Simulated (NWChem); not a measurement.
# Correlation energy of borohydride (H₄B (-1))

```
B
H 1 1.2587
H 1 1.2587 2 109.47
H 1 1.2587 2 109.47 3 -120.00
H 1 1.2587 2 109.47 4 -120.00
```
Charge -1, spin multiplicity 1.

The numbers come from NWChem runs, not from measurements. Structure: optimised with PBE/def2-SVP, a minimum by its harmonic frequencies.

Basis set: aug-cc-pVTZ. Each correlation energy counts from its own Hartree-Fock reference.

The correlated methods keep 1 core orbital frozen. The anion's geometry comes from a basis without diffuse functions. Coupled-cluster values serve here as a point of comparison, not as the truth.

One of these methods gave a correlation energy of -168.6 mHa. Which?
A. MP2
B. CCSD
C. CR-CCSD[T]
D. SCS-MP2

A, MP2. The others give -181.2 (SCS-MP2), -198.1 (CR-CCSD[T]), -192.8 (CCSD).
